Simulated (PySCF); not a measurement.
# Hf(53+): fine-structure interval

Hf(53+) [Ar] 3d1 [3d3/2^1, M_J = 3/2] → Hf(53+) [Ar] 3d1 [3d5/2^1, M_J = 5/2], as a difference of total energies. All numbers are calculated (PySCF 2.14, the two-component X2C-1e Hamiltonian, in an even-tempered Gaussian basis (15 s from 15 bohr⁻², ratio 2.8; 12 p from 19 bohr⁻², ratio 2.8; 8 d from 19 bohr⁻², ratio 2.8; 3 f from 58 bohr⁻², ratio 3)). Correlated levels: [Ne] frozen; the 72 highest virtual spinors dropped. "Screened" scales the spin-orbit matrix elements by Boettger's factors to mimic the two-electron term; Breit and QED terms are absent.

| method | fine-structure interval (cm⁻¹) |
| --- | --- |
| GHF (screened spin-orbit) | 551530 |
| GMP2 (screened spin-orbit) | 552090 |
| GHF (bare spin-orbit) | 641320 |
